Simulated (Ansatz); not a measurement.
Cost and result for the atomization energy of CH₄BF₂Sb (`C[BH][Sb]([F])[F]`) (9 atoms, 8 bonds).

Cartesian coordinates in Å:
```
C -0.516 0.575 -0.952
B 0.549 0.673 0.153
Sb 0.390 -0.648 2.016
F -1.269 -1.431 1.452
F 1.500 -1.941 1.126
H -1.502 0.232 -0.636
H -0.107 -0.238 -1.582
H -0.588 1.448 -1.604
H 1.544 1.330 0.028
```

Total charge 0; spin multiplicity 1. Correlated methods include outer-core shells of Sb, which these sets cover unevenly. Sb takes the def2 core potential. Geometry: relaxed with PBE0-D4/def2-TZVP. It is one conformer, not always the lowest. Program: Ansatz. All runs use 4 threads of an INTEL XEON PLATINUM 8581C on a shared host. Times are those of one run each, without the atoms' runs, and a repeat can differ threefold. Electronic energies, without spin–orbit coupling; frozen cores. CCSD(T)/CBS adds CCSD(T) − MP2 in def2-TZVPP to the MP2 limit, and its time is that of the two runs behind it. T1 = 0.015. With those shells the extrapolation isn't a true limit. B3LYP takes the VWN-RPA correlation (the form of Gaussian; ORCA's B3LYP/G). HSE06 is the plane-wave form, built on full-range PBE exchange.

CCSD(T)/CBS is a level of theory with its own doubt, some kJ/mol a heavy atom from the limit and from the frozen cores, so smaller differences don't rank the functionals.

```json
{"level": "BLYP-D4/def2-TZVPP", "functions": "230", "wall time": "1.2 s"}
{"level": "PBE0-D4/def2-TZVPP", "functions": "230", "wall time": "1.8 s"}
{"level": "BHLYP-D4/def2-TZVPP", "functions": "230", "wall time": "1.9 s"}
{"level": "HSE06-D4/def2-TZVPP", "functions": "230", "wall time": "2 s"}
{"level": "r2SCAN-D4/def2-TZVPP (with forces)", "functions": "230", "wall time": "2.5 s"}
{"level": "r2SCANh-D4/def2-TZVPP", "functions": "230", "wall time": "2.6 s"}
{"level": "B3LYP-D4/def2-TZVPP (with forces)", "functions": "230", "wall time": "2.6 s"}
{"level": "B97M-V/def2-TZVPP", "functions": "230", "wall time": "4.3 s"}
{"level": "ωB97X-V/def2-TZVPP", "functions": "230", "wall time": "4.4 s"}
{"level": "CCSD(T)/def2-SVP", "functions": "102", "wall time": "5 s"}
{"level": "MP2/def2-QZVPP", "functions": "430", "wall time": "14 s"}
{"level": "CCSD(T)/def2-TZVPP", "functions": "230", "wall time": "110 s"}
{"level": "CCSD(T)/CBS(def2)", "functions": "–", "wall time": "2.1 min"}
```

What atomization energy does each give, and how far from CCSD(T)/CBS? (Best estimate.)

Ansatz gave: 
```tsv
level	atomization (kcal/mol)	difference from CCSD(T)/CBS	per bond
BLYP-D4/def2-TZVPP	756.1	8.8	1.1
PBE0-D4/def2-TZVPP	745.1	-2.2	-0.3
BHLYP-D4/def2-TZVPP	721.0	-26.3	-3.3
HSE06-D4/def2-TZVPP	745.0	-2.3	-0.3
r2SCAN-D4/def2-TZVPP (with forces)	750.0	2.7	0.3
r2SCANh-D4/def2-TZVPP	742.0	-5.3	-0.7
B3LYP-D4/def2-TZVPP (with forces)	750.1	2.8	0.4
B97M-V/def2-TZVPP	756.4	9.1	1.1
ωB97X-V/def2-TZVPP	752.8	5.5	0.7
CCSD(T)/def2-SVP	686.9	-60.4	-7.6
MP2/def2-QZVPP	751.8	4.5	0.6
CCSD(T)/def2-TZVPP	720.8	-26.5	-3.3
CCSD(T)/CBS(def2)	747.3	0.0	0.0
```

From PBE to PBE0 (25 % exact exchange), in def2-TZVPP and without D4, the atomization energy moves by −21.7 kcal/mol: exact exchange takes away binding that semilocal exchange gives to molecules. The D4 term adds +7.1 kcal/mol with B3LYP and +3.7 kcal/mol with PBE0; it sums over pairs of atoms, weighted by their polarisabilities, and B3LYP, whose exchange is more repulsive, gets the larger term. At CCSD(T), def2-SVP lies −60.4 kcal/mol from the extrapolated value and def2-TZVPP −26.5 kcal/mol: correlation converges slowly with the basis, and small sets miss more of it in the bonded molecule than in its fragments.
